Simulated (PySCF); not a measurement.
# From orbital energies to excitation energies

Compound: C₉H₅FO₂.
Geometry (PBE0-D3(BJ)/def2-SVP, Å), atoms numbered from 1 in this order:
```
atom  x, y, z in Å
O1     3.703   -1.483   -1.292
C2     3.303   -0.661   -0.541
F3     4.135    0.104    0.183
C4     1.917   -0.309   -0.247
C5     1.389    0.632    0.592
C6    -0.031    0.513    0.459
C7    -1.149    1.155    1.018
C8    -2.408    0.735    0.620
C9    -2.573   -0.306   -0.316
C10   -1.486   -0.957   -0.885
C11   -0.228   -0.523   -0.477
O12    0.955   -1.011   -0.898
H13    1.957    1.316    1.218
H14   -1.026    1.962    1.743
H15   -3.295    1.217    1.038
H16   -3.583   -0.609   -0.602
H17   -1.598   -1.764   -1.610
```

Computed, not measured: TDDFT CAM-B3LYP/def2-SVPD, vertical, gas phase, core orbitals frozen in the response (PySCF).

Orbital energies (eV): HOMO-3 -10.79, HOMO-2 -10.62, HOMO-1 -8.77, HOMO -8.41, LUMO -1.28, LUMO+1 0.55, LUMO+2 1.01.

Computed singlets:

| state | E (eV) | f |
| --- | --- | --- |
| S1 | 4.73 | 0.381 |
| S2 | 4.74 | 0.157 |
| S3 | 5.41 | 0.0001 |
| S4 | 6.01 | 0.162 |
| S5 | 6.37 | 0.057 |
| S6 | 6.60 | 0.016 |
| S7 | 6.92 | 0.0050 |
| S8 | 7.03 | 0.502 |
| S9 | 7.07 | 0.255 |
| S10 | 7.16 | 0.0008 |

Assign a leading configuration to S3, S4, S5, S6 and S9 and set E beside the orbital difference Δε.

| state | leading configuration | weight | Δε (eV) | E (eV) | E − Δε (eV) | f | other configurations |
| --- | --- | --- | --- | --- | --- | --- | --- |
| S3 | HOMO-3→LUMO | 0.84 | 9.51 | 5.41 | -4.09 | 0.0001 | – |
| S4 | HOMO→LUMO+1 | 0.70 | 8.96 | 6.01 | -2.95 | 0.162 | H-1→L+2 (14%), H-1→L (11%) |
| S5 | HOMO-1→LUMO+1 | 0.61 | 9.32 | 6.37 | -2.95 | 0.057 | H→L+2 (26%) |
| S6 | HOMO-2→LUMO | 0.82 | 9.34 | 6.60 | -2.74 | 0.016 | H→L+2 (13%) |
| S9 | HOMO-1→LUMO+2 | 0.69 | 9.78 | 7.07 | -2.72 | 0.255 | H→L+1 (16%) |

E − Δε runs from -4.09 to -2.72 eV. 

H and L stand for HOMO and LUMO. The other states: S1 4.73 eV, f 0.381, H-1→L (50%), H→L (39%); S2 4.74 eV, f 0.157, H→L (57%), H-1→L (34%); S7 6.92 eV, f 0.0050, H→L+3 (88%); S8 7.03 eV, f 0.502, H→L+2 (51%), H-1→L+1 (31%); S10 7.16 eV, f 0.0008, H-4→L (90%).

Triplets, Tamm–Dancoff:

```csv
state,E (eV),λ (nm),"main configurations (H = HOMO, L = LUMO)"
T1,3.07,404.3,H→L (87%)
T2,3.91,317.3,H-1→L (81%)
T3,4.43,280.2,"H-2→L (29%), H-1→L+1 (22%), H→L+1 (16%)"
T4,4.86,255.0,"H-1→L+1 (53%), H-2→L (13%), H→L+1 (11%)"
```

Summed over the main configurations (up to three a state, each over 8%) of all 10 singlets, the electron leaves HOMO with weight 3.59, HOMO-1 with weight 2.70, HOMO-4 with weight 0.90 and HOMO-3 with weight 0.84.

One conformer stands for the species.
